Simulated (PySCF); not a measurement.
A GIAO shielding run with PySCF 2.14.0 with density-fitted response routines (density fitting, non-relativistic, gas phase) on SMILES [Si@H](C=C)(N[SiH3])C1(F)CC1, C₅H₁₂FNSi₂:

```
$ OMP_NUM_THREADS=1 python probes_run.py task.json out

{"job": {"kind": "nmr", "xc": "PBE0", "basis": "pcSseg-1"}, "charge": 0, "multiplicity": 1}
C      1.006559     2.012769    -1.870462
C      1.330756     1.627653    -0.646644
Si     0.148880     0.836126     0.588056
N     -1.471624     0.972058     0.005832
Si    -2.843078    -0.069926     0.276156
C      0.531310    -1.015842     0.709474
F     -0.116942    -1.615915     1.776987
C      1.867040    -1.612328     0.387895
C      0.688887    -1.898674    -0.491327
H      0.005242     1.888132    -2.250611
H      1.715159     2.465646    -2.548128
H      2.350795     1.779286    -0.315296
H      0.342454     1.417998     1.925952
H     -1.703953     1.891337    -0.333908
H     -3.920063     0.542774    -0.506966
H     -2.504484    -1.394493    -0.235304
H     -3.194996    -0.122241     1.696261
H      2.222593    -2.408221     1.024885
H      2.642150    -0.955065     0.025531
H      0.255479    -2.886400    -0.442282
H      0.638917    -1.437732    -1.465623
```

Hardware: 1 thread of an Arm Neoverse N1, shared host. The job also computes population analyses, field gradients, ring-centre shieldings.

**Question.** How large is the calculation?

**Answer.** 86 electrons, 227 basis functions and 1218 auxiliary functions.

**Question.** How long does it take, and how much memory does it need?

**Answer.** 110 s of wall time, with 14 SCF cycles and 5 response iterations; peak memory 1.1 GiB. Times on a shared host scatter by some tens of per cent.
